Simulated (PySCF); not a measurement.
An unknown is described by computed data only.

Elements present: C, H, N, S and Si. Monoisotopic mass: 181.0233 u.

- 1H NMR: chemical shifts (computed TMS as zero) by class: 4.84 (2 H), 4.78 (2 H), 4.74 (3 H), 1.07 (6 H), 0.09 (2 H) ppm [GIAO PBE0/pcSseg-1]
- Dipole: 2.38 D [PBE0/pcSseg-1]
- Rotational structure: rotational constants A, B, C: 1.605, 0.562, 0.518 GHz [GFN2-xTB]
- 13C NMR: chemical shifts (computed TMS as zero) by class: 20.9 (2 C), 14.4 (1 C) ppm [GIAO PBE0/pcSseg-1]
- NMR, other nuclei: isotropic shieldings of nuclei other than C and H, by class: 260 (1 N), 357 (1 Si), 373 (1 Si), 398 (1 Si), 827 (1 S) ppm [GIAO PBE0/pcSseg-1]

Gas-phase values; electronic properties from PySCF, density fitting. Levels stand in brackets. One conformer (not necessarily the lowest) at the GFN2-xTB geometry, without solvent, vibrations or thermal averaging. NMR classes are plain means over equivalent atoms (diastereotopic ones count apart unless rotation or inversion swaps them), as if these changed places fast.

**Question.** Which formula fits the mass and the elements?

**Answer.** C3H15NSSi3 (calculated 181.0233). No other formula that holds each of these elements comes within 0.0003 u with a fitting electron parity and a possible valence count.

**Question.** Propose a structure and show how it fits.

**Answer.** Numbering: `[CH3:1][C:2]([CH3:3])([SiH2:4][NH2:5])[SiH2:6][S:7][SiH3:8]`. Its formula, C3H15NSSi3, gives 0 degrees of unsaturation, so no ring and no π bond. 3 carbons fall into 2 classes; from least to most shielded: methyl carbon [C1/C3] (20.9 ppm, 2 C), sp3 carbon bound to silicon [C2] (14.4 ppm). Hydrogen classes from least to most shielded: 2 H on an SiH2 silicon, Si6 (4.84 ppm, a mean of values up to 0.8 ppm apart in this geometry), 2 H on an SiH2 silicon, Si4 (4.78 ppm), 3 H on an SiH3 silicon, Si8 (4.74 ppm), 6 H on 2 methyl carbons, C1/C3 (1.07 ppm), 2 H on a silicon-bound nitrogen, N5 (0.09 ppm). The other shieldings belong to: 260 ppm, silicon-bound nitrogen [N5]; 357 ppm, SiH2 silicon [Si6]; 373 ppm, SiH2 silicon [Si4]; 398 ppm, SiH3 silicon [Si8]; 827 ppm, sulfur bonded to 2 Si [S7]. The optimised geometry has point group C1 and is an asymmetric top. Structure: `CC(C)([SiH2]N)[SiH2]S[SiH3]`. Computed isomers that give other values at the same levels: `C[C@]([SiH3])(CN)[SiH2]S[SiH3]` (13C chemical shifts (computed TMS as zero) by class: 47.4 (1 C), 24.7 (1 C), 19.3 (1 C) ppm). The assignments are read from this structure; whether some other isomer fits the data as well wasn't checked.

Conformer computed: `[CH3:1][C:2]([CH3:3])([SiH2:4][NH2:5])[SiH2:6][S:7][SiH3:8]`: C1–C2–Si4–N5 59°, C1–C2–Si6–S7 177°, C2–Si6–S7–Si8 -88°, H–N5–Si4–C2 171°, H–N5–Si4–C2 -53°.
